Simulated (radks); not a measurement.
Excited configurations of Ir I: one electron is placed in a higher orbital outside [Xe] 4f14 5d7 6s1. The ground configuration is [Xe] 4f14 5d7 6s2. Calculated with a radial shooting solver on a logarithmic mesh with Libxc functionals: scalar-relativistic Kohn-Sham, LDA (Slater exchange, Perdew-Wang correlation), spin-polarised, spherical densities, point nucleus; open shells are filled with parallel spins first (spin-orbit coupling, left out, can overturn this in heavy ions). Excitation = E - E(ground); binding = E(ion) - E, where the ion is the core of charge +1; n* = 1/sqrt(2 binding) in atomic units, and the quantum defect is n - n*.

| outer orbital | excitation (eV) | binding (eV) | quantum defect | <r> (bohr) |
|---|---|---|---|---|
| 5f | 8.522 | 0.938 | 1.192 | 16.96 |
| 6p | 4.284 | 5.176 | 4.379 | 4.052 |
| 6d | 7.776 | 1.684 | 3.158 | 9.622 |
| 6f | 8.817 | 0.643 | 1.400 | 28.96 |
| 7s | 6.677 | 2.783 | 4.789 | 7.872 |
| 7p | 7.545 | 1.915 | 4.334 | 10.61 |
| 7d | 8.428 | 1.032 | 3.369 | 18.69 |
| 7f | 8.996 | 0.464 | 1.583 | 43.57 |

The Delta-SCF ionisation energy is 9.460 eV (NIST Atomic Spectra Database: 8.967 eV, measured). Self-interaction in the functional shifts the binding energies and quantum defects, so they are the method's values and not measured ones. Open shells are spherical and high-spin; term and fine-structure splittings are not resolved. Spin-orbit splitting is averaged out at the scalar-relativistic level.
